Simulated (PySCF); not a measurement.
Energy of Ni²⁺ (nickel, charge +2) between two integer charges

The 3d beta orbital of [Ar] 3d8 is emptied in steps (occupation f), with all orbitals relaxed, ending at [Ar] 3d7. Computed with PySCF 2.14 in def2-TZVPPD, with the non-relativistic Hamiltonian (point nucleus). The exact energy is a straight line in f; departures are measured from the line between the end points of the same method.

```tsv
f	BHandHLYP (eV)	wB97X (eV)	HSE06 (eV)
1	0.000	0.000	0.000
0.9	-0.237	-0.285	-0.545
0.7	-0.564	-0.675	-1.281
0.5	-0.685	-0.815	-1.535
0.3	-0.585	-0.693	-1.297
0.1	-0.255	-0.300	-0.559
0	0.000	0.000	0.000
```

| method | E(f=0) − E(f=1) (eV) | −ε at f=1 (eV) | −ε at f=0.5 (eV) |
| --- | --- | --- | --- |
| BHandHLYP | 35.549 | 32.945 | 35.487 |
| wB97X | 35.822 | 32.686 | 35.768 |
| HSE06 | 35.938 | 29.904 | 35.888 |

Orbital energy along the path (eV):

```tsv
f	BHandHLYP	wB97X	HSE06
1	-32.945	-32.686	-29.904
0.9	-33.418	-33.268	-31.071
0.7	-34.420	-34.486	-33.452
0.5	-35.487	-35.768	-35.888
0.3	-36.612	-37.103	-38.371
0.1	-37.796	-38.476	-40.892
0	-38.415	-39.163	-42.161
```

Reference removal energy between the ground levels: 35.187 ± 0.019 eV (measured; NIST Atomic Spectra Database, ionization energies). The calculation has no spin-orbit coupling. The determinant left behind need not be the lowest term of the ion.
